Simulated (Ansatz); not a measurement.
Consider the formal exchange of groups at a Ge–N bond: `C=[N][GeH2][NH2]` + `N[Si](O)(O)C=O` → `[NH2][GeH2][Si](N)(O)O` + `C=NC=O`.

Calculated with Ansatz (gas phase, PBE0-D4/def2-TZVP geometries, no zero-point term in ΔE). CBS: MP2 limit from def2 TZ/QZ plus the TZ coupled-cluster correction, frozen cores. Functionals use def2-TZVPP. B3LYP here is the variant with VWN-RPA as its local correlation; programs differ in this. For Ge outer-core shells are correlated without core-valence functions, which leaves a few kJ/mol of doubt a bond. Scalar relativity is left out up to krypton. Each species was taken in one conformer, which may not be the lowest.

`C=[N][GeH2][NH2]`:

Cartesian coordinates in Å:
```
C 1.998 -0.180 -0.113
N 0.985 0.378 -0.608
Ge -0.697 -0.392 -0.321
N -1.842 0.760 0.519
H 2.993 0.259 -0.260
H 1.979 -1.109 0.482
H -0.526 -1.639 0.576
H -1.285 -0.706 -1.703
H -1.547 1.040 1.444
H -2.057 1.590 -0.016
```

`N[Si](O)(O)C=O`:

Cartesian coordinates in Å:
```
N -0.262 -1.485 -0.454
Si 0.341 0.038 -0.056
O 1.685 0.022 0.877
O 0.763 0.975 -1.341
C -1.113 0.837 0.903
O -2.151 0.243 1.087
H -1.154 -1.752 -0.066
H 0.295 -2.267 -0.750
H 2.386 0.624 0.624
H 0.223 0.890 -2.128
H -1.011 1.875 1.303
```

`[NH2][GeH2][Si](N)(O)O`:

Z-matrix (Å, degrees):
```
Ge
Si 1 2.386
N 1 1.853 2 104.9
H 1 1.557 2 112.0 3 -123.3
H 1 1.542 2 114.5 3 115.7
O 2 1.645 1 108.5 3 22.9
N 2 1.702 1 107.7 3 144.9
O 2 1.646 1 113.5 3 -92.0
H 3 1.012 1 112.2 2 -55.3
H 3 1.011 1 114.2 2 -178.8
H 6 0.960 2 115.7 1 -84.2
H 7 1.007 2 120.0 1 -30.2
H 7 1.009 2 121.1 1 -177.6
H 8 0.958 2 116.7 1 -63.4
```

`C=NC=O`:

Cartesian coordinates in Å:
```
C -0.295 1.093 0.206
N 0.640 0.273 0.015
C 0.389 -1.077 -0.207
O -0.162 -1.520 -1.176
H -1.347 0.797 0.259
H -0.060 2.150 0.326
H 0.835 -1.716 0.577
```

```json
{"level": "PBE-D4", "ΔE (kJ/mol)": "-31.0", "difference from CCSD(T)/CBS": "-24.8"}
{"level": "r2SCAN-D4", "ΔE (kJ/mol)": "-22.4", "difference from CCSD(T)/CBS": "-16.2"}
{"level": "PBE0-D4", "ΔE (kJ/mol)": "-25.7", "difference from CCSD(T)/CBS": "-19.5"}
{"level": "B3LYP-D4", "ΔE (kJ/mol)": "-16.6", "difference from CCSD(T)/CBS": "-10.4"}
{"level": "ωB97X-V", "ΔE (kJ/mol)": "-12.7", "difference from CCSD(T)/CBS": "-6.5"}
{"level": "ωB97M-V", "ΔE (kJ/mol)": "-9.0", "difference from CCSD(T)/CBS": "-2.8"}
{"level": "B2PLYP", "ΔE (kJ/mol)": "-9.1", "difference from CCSD(T)/CBS": "-2.9"}
{"level": "PBE", "ΔE (kJ/mol)": "-29.9", "difference from CCSD(T)/CBS": "-23.7"}
{"level": "r2SCAN", "ΔE (kJ/mol)": "-22.0", "difference from CCSD(T)/CBS": "-15.8"}
{"level": "B3LYP", "ΔE (kJ/mol)": "-14.8", "difference from CCSD(T)/CBS": "-8.6"}
{"level": "MP2/def2-TZVPP", "ΔE (kJ/mol)": "-4.0", "difference from CCSD(T)/CBS": "2.2"}
{"level": "CCSD/def2-TZVPP", "ΔE (kJ/mol)": "-3.8", "difference from CCSD(T)/CBS": "2.4"}
{"level": "SCS-MP2/def2-QZVPP", "ΔE (kJ/mol)": "0.3", "difference from CCSD(T)/CBS": "6.5"}
{"level": "HF/CBS(def2)", "ΔE (kJ/mol)": "3.5", "difference from CCSD(T)/CBS": "9.7"}
{"level": "MP2/CBS(def2)", "ΔE (kJ/mol)": "-4.5", "difference from CCSD(T)/CBS": "1.7"}
{"level": "CCSD/CBS(def2)", "ΔE (kJ/mol)": "-4.3", "difference from CCSD(T)/CBS": "1.9"}
{"level": "CCSD(T)/CBS", "ΔE (kJ/mol)": "-6.2", "difference from CCSD(T)/CBS": "0"}
```

Largest T1 diagnostic among the species: 0.016.

In def2-TZVPP, CCSD(T) changes the Hartree–Fock value by −8.5 kJ/mol (the triples alone add −1.9 kJ/mol) and MP2 by −6.8 kJ/mol. From PBE to PBE0 (25 % exact exchange), in def2-TZVPP and without D4, ΔE moves by +5.5 kJ/mol.
